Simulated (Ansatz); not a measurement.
`[Cl][GeH2][SiH2]Br` + HCl → `Cl[SiH2][GeH2][Cl]` + HBr at 600 K and 1 bar (ligand exchange at the Si–Br bond).

Isolated molecules relaxed with PBE0-D4/def2-TZVP in Ansatz; ΔE leaves out vibrations. CCSD(T)/CBS adds triple-zeta CCSD(T) − MP2 to the extrapolated MP2 energy (def2 sets, frozen cores). This one scheme is used for every species. For Br, Ge outer-core shells are correlated without core-valence functions, which leaves a few kJ/mol of doubt a bond. Scalar relativity is left out up to krypton. Each species was taken in one conformer, which may not be the lowest.

```tsv
species	CCSD(T)/CBS energy (Eh)	H − E (kJ/mol)	S (J/(mol·K))
`[Cl][GeH2][SiH2]Br`	-5400.77665	153.1	468.6
HCl	-460.38127	35.4	207.2
`Cl[SiH2][GeH2][Cl]`	-3287.23796	153.6	456.5
HBr	-2573.91920	33.5	219.1
```

H − E and S are ideal-gas, rigid-rotor, harmonic terms from PBE0-D4/def2-TZVP, for one conformer and one mirror image of each species. 1 Eh = 2625.50 kJ/mol, R = 8.31446 J/(mol·K).

Task: By hand: ΔE, ΔH, ΔS and ΔG.

Result: ΔE = (-3287.23796) + (-2573.91920) − (-5400.77665) − (-460.38127) = 0.00076 Eh = 2.0 kJ/mol. Δ(H − E) = 153.6 + 33.5 − 153.1 − 35.4 = -1.4, so ΔH = 0.6 kJ/mol. ΔS = 456.5 + 219.1 − 468.6 − 207.2 = -0.2 J/(mol·K). ΔG = 0.6 − 600 × (-0.2)/1000 = 0.7 kJ/mol.

Task: By hand: the equilibrium constant, and the temperature at which ΔG would vanish if ΔH and ΔS stayed fixed.

Result: log₁₀ K = −ΔG/(RT ln 10) = -0.1. ΔH and −TΔS have one sign here, so there is no such temperature. One of them is within its doubt of zero, so this could turn.

The number of gas molecules stays the same, so ΔS is small and ΔH decides. The sign of ΔG lies within the doubt. A doubt of 5 kJ/mol in ΔE shifts log₁₀ K by 0.4 here. Other conformers and mirror images would add mixing entropy, several J/(mol·K) or more a flexible species. Modes under 60 cm⁻¹, often nearly free rotors, make the harmonic entropy too high. These are equilibria of isolated gas molecules and say nothing of rates. Largest T1 diagnostic: 0.010 (customary marks: 0.02 for closed shells, 0.045 for open ones).
